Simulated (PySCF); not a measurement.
CH5F3Si2, SMILES C[Si@H](F)[SiH](F)F.

Geometry: PBE-D3(BJ)/def2-SVP. The structure was generated by enumeration; whether it is a known compound was not checked. One conformer was computed; it need not be the lowest.

All values below come from PBE-D3(BJ)/def2-SVP (PySCF 2.14.0).

Frequencies are harmonic and unscaled.

Q: Estimate the vibrational spectrum. (The exact figures need the calculation; the answer reports its results.)

A: 
| mode | ν (cm⁻¹) | IR (km/mol) | moving atoms (share of kinetic energy) |
|---|---|---|---|
| 1 | 31 | 1.4 | F 65 %, C 17 %, H 11 % |
| 2 | 68 | 2.2 | F 66 %, C 21 %, H 11 % |
| 3 | 130 | 9.4 | H 42 %, Si 31 %, F 22 % |
| 4 | 162 | 4.0 | H 66 %, F 17 %, Si 13 % |
| 5 | 176 | 1.8 | F 54 %, H 22 %, C 17 % |
| 6 | 201 | 0.0 | F 63 %, Si 28 % |
| 7 | 250 | 14.1 | F 40 %, Si 29 %, H 18 %, C 13 % |
| 8 | 315 | 11.0 | F 63 %, Si 33 % |
| 9 | 448 | 1.1 | Si 77 %, H 17 % |
| 10 | 623 | 48.2 | H 85 %, C 9 % |
| 11 | 669 | 60.6 | H 45 %, C 32 %, Si 17 % |
| 12 | 737 | 50.2 | H 59 %, C 21 %, Si 17 % |
| 13 | 768 | 202.5 | H 81 % |
| 14 | 790 | 33.2 | H 76 %, F 19 % |
| 15 | 798 | 15.4 | H 51 %, F 36 %, Si 11 % |
| 16 | 819 | 146.9 | F 40 %, H 31 %, Si 23 % |
| 17 | 881 | 89.1 | H 56 %, Si 23 %, F 12 %, C 9 % |
| 18 | 896 | 24.7 | Si 41 %, H 32 %, F 25 % |
| 19 | 922 | 161.2 | Si 49 %, F 43 %, H 8 % |
| 20 | 1217 | 22.4 | H 78 %, C 21 % |
| 21 | 1373 | 5.1 | H 96 % |
| 22 | 1380 | 5.9 | H 96 % |
| 23 | 2164 | 110.9 | H 97 % |
| 24 | 2177 | 132.2 | H 97 % |
| 25 | 2976 | 0.1 | H 97 % |
| 26 | 3076 | 0.7 | H 91 %, C 9 % |
| 27 | 3085 | 0.3 | H 91 %, C 9 % |
